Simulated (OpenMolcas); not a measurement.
# Ionisation energies of osmium

```json
{
 "Program": "OpenMolcas 26.06",
 "Basis": "ANO-R3 [10s7p6d4f3g2h]",
 "Scalar Hamiltonian": "X2C, finite nucleus",
 "Spin-orbit coupling": "state interaction with AMFI integrals over the reference wave functions, term energies averaged over their components"
}
```

Active shells in each charge state: the valence d shell, with orbitals averaged over the low states. Where CASPT2's correlated closed shells are named, they are those of the first ion.

A. CASSCF
B. SS-CASPT2, IPEA 0.25 Eh, imaginary shift 0.1 Eh (closed shells correlated: 5s 5p)
C. SS-CASPT2, IPEA 0.25 Eh, imaginary shift 0.1 Eh (closed shells correlated: 4f 5s 5p)
D. SS-CASPT2, IPEA 0 Eh, imaginary shift 0.1 Eh (closed shells correlated: 5s 5p)
E. SS-CASPT2, IPEA 0.25 Eh, imaginary shift 0.1 Eh (closed shells correlated: none)

Energies in eV between the lowest computed levels, named as in B; reference values from the NIST Atomic Spectra Database with their kind.

```
           From               To        A        B        C        D        E  Spin-orbit share in B                 Reference
   Os2+ 5d⁶ ⁵D₄  Os3+ 5d⁵ ⁶S_5/2   25.276   26.924   27.101   26.927   26.711                 +0.431      25.000 (theoretical)
Os3+ 5d⁵ ⁶S_5/2     Os4+ 5d⁴ ⁵D₀   41.255   42.144   42.408   42.222   41.841                 -0.778      41.000 (theoretical)
   Os4+ 5d⁴ ⁵D₀  Os5+ 5d³ ⁴F_3/2   54.619   55.513   55.827   55.571   55.119                 -0.345      55.000 (theoretical)
Os5+ 5d³ ⁴F_3/2     Os6+ 5d² ³F₂   69.257   70.034   70.388   70.095   69.527                 -0.413      70.100 (theoretical)
   Os6+ 5d² ³F₂   Os7+ 5d ²D_3/2   85.554   86.374   86.772   86.427   85.713                 +0.563      85.100 (theoretical)
 Os7+ 5d ²D_3/2     Os8+ 5p⁶ ¹S₀  100.955  101.752  102.183  101.801  100.955                 +0.973  102.020 (semi-empirical)
```

The lowest level within the active space need not be the ion's true ground level.
